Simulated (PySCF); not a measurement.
selenium atom (Se), triplet. Base run: SCAN/3-21G (PySCF).

Input for PySCF:
```python
from pyscf import gto, scf, dft

mol = gto.Mole()
mol.atom = '''
    Se    0.000000    0.000000    0.000000
'''
mol.basis = '3-21g'
mol.charge = 0
mol.spin = 2
mol.verbose = 4
mol.build()

mf = dft.UKS(mol)
mf.xc = 'scan'
mf.kernel()
```

The base run was repeated with changes; each row names its change, and settings that it needs were set with it.

```
change                                     ΔE vs base (mEh)  grid points  electrons on the grid        outcome
-----------------------------------------  ----------------  -----------  ---------------------  -------------
base                                                  0.000        20424               34.00000      converged
grids.level = 2                                      19.817        13080               34.00000      converged
grids.level = 4                                      -3.061        30192               34.00000      converged
grids.atom_grid = (30, 110)                               -            -                      -  not converged
grids.level = 0                                           -            -                      -  not converged
grids.atom_grid = (75, 302)                          19.817        13080               34.00000      converged
grids.atom_grid = (99, 590)                          -1.680        28352               34.00000      converged
grids.prune = dft.gen_grid.treutler_prune            -0.005        20704               34.00000      converged
grids.level = 7                                      -2.530        86640               34.00000      converged
grids.level = 5                                       0.989        44736               34.00000      converged
grids.atom_grid = (150, 974)                         -2.529        70296               34.00000      converged
```

Open shells are given as the SCF converged; they aren't shown to be the lowest states, and a large step between rows can be another state.
